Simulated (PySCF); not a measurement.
## A small calculation by hand: chemical shift, span and skew from a shielding tensor

Si(H)2(OMe)(SMe) (C2H8OSSi), SMILES CO[SiH2]SC. Atoms are numbered in the order given.

```xyz
13

Si     0.2717    -0.9212     0.5670
O      1.7764    -0.1901     0.4231
C      1.9391     1.2133     0.3619
S     -1.1489    -0.3726    -0.9560
C     -1.8825     1.1447    -0.2166
H     -0.3508    -0.5565     1.8933
H      0.5366    -2.3845     0.4230
H      3.0235     1.4437     0.3283
H      1.4670     1.6424    -0.5519
H      1.5062     1.7307     1.2512
H     -1.2067     2.0153    -0.3188
H     -2.8151     1.3501    -0.7751
H     -2.1328     0.9895     0.8508
```
Charge 0, spin multiplicity 1.

Coordinates come from a PBE-D3(BJ)/def2-SVP optimisation. One conformer was computed; it need not be the lowest.

GIAO shieldings from PySCF with PBE/pcSseg-1, non-relativistic, no solvent. The symmetric part of the tensor of C3 has the principal values 95.4, 98.4, 175.0 ppm. The same nucleus in TMS has σ = 182.0 ppm at this level (PySCF, at its B3LYP-D3(BJ)/def2-TZVP geometry).

Problem. Work out the isotropic shielding, the ¹³C shift against TMS, the span and the skew.

Solution. 
σ(iso) = (σ11 + σ22 + σ33)/3 = 122.9 ppm. δ = σ(ref) − σ(iso) = 182.0 − (122.9) = 59.1 ppm.
Span Ω = σ33 − σ11 = 79.6 ppm. Skew κ = 3(σ(iso) − σ22)/Ω = 0.92. Tumbling in solution averages the tensor to δ; in a static solid the shielding alone would spread this spin-1/2 line over Ω.
